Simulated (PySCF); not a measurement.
# One molecule, several mistakes: BClH4Si2

All numbers below are calculated, not measured. The program is PySCF 2.14.0, an open-source quantum chemistry code, run on an isolated molecule that a program drew, which may never have been made. The molecule is BClH4Si2 (charge 0, singlet), drawn as the SMILES string `[SiH3]B[Si]Cl`.

Each row is a Hartree-Fock (HF) and frozen-core CCSD(T) single point in the cc-pV(D+d)Z basis, meant for a local HF minimum. Run 1 is clean. Each other run has one planted mistake out of seven kinds, and not every kind appears here: one electron removed, one electron added, multiplicity raised by two, geometry at a saddle point, minimal basis STO-3G, one bond length entered in bohr, all coordinates scaled. The reference is restricted for singlets and unrestricted otherwise, and also for a bond in bohr. Adding or removing an electron swaps singlet and doublet. Electrons count all cores. HOMO and LUMO are orbital energies over both spins, the gradient is its largest component, and the lowest frequency (negative if imaginary) is given only where the gradient is small. Bond lengths are over the 7 bonds as drawn. T1 is the CCSD diagnostic: over 0.02 (restricted) or 0.045 (unrestricted) a single reference is doubtful.

Geometry of the clean run:
```xyz
8
BClH4Si2, angstrom
Si    0.3708   -1.6501   -0.2769
B     1.1819   -2.5257    1.3829
Si    0.1326   -3.5167    2.8116
Cl   -0.1564   -1.6470    3.7994
H     0.8061   -0.2380   -0.3952
H    -1.1126   -1.6878   -0.2865
H     0.8561   -2.4043   -1.4626
H     2.3680   -2.3968    1.5434
```

| run | electrons | basis functions | <S^2> | HOMO (eV) | LUMO (eV) | gradient (hartree/bohr) | lowest frequency (cm^-1) | mean bond (Å) | longest bond (Å) | T1 | HF (hartree) | CCSD(T) (hartree) | mistake |
|---|---|---|---|---|---|---|---|---|---|---|---|---|---|
| 1 | 54 | 103 | 0.000 | -8.88 | 0.42 | 2.5e-06 | 59 | 1.6952 | 2.134 | 0.0159 | -1064.35659 | -1064.83205 | no fault |
| 2 | 53 | 103 | 0.785 | -16.30 | -6.77 | 3.8e-02 | - | 1.6952 | 2.134 | 0.0252 | -1064.06928 | -1064.52485 | one electron removed |
| 3 | 54 | 103 | 2.047 | -7.20 | -0.95 | 3.7e-02 | - | 1.6952 | 2.134 | 0.0320 | -1064.28336 | -1064.75686 | multiplicity raised by two |
| 4 | 55 | 103 | 1.096 | -1.33 | 5.59 | 3.4e-02 | - | 1.6952 | 2.134 | 0.0575 | -1064.36241 | -1064.85397 | ? |

**Which mistake was planted in run 4, and what did it cost?**

It counts 55 electrons, one more than the clean run, at the same geometry and basis. So the mistake is: one electron added. Subtracting run 1 and multiplying by 627.51 kcal/mol a hartree, the energy moved by -3.7 kcal/mol in HF and -13.8 kcal/mol in CCSD(T).

Cautions from the logs. Run 4: T1 is over the limit, so its CCSD(T) energy is less reliable.
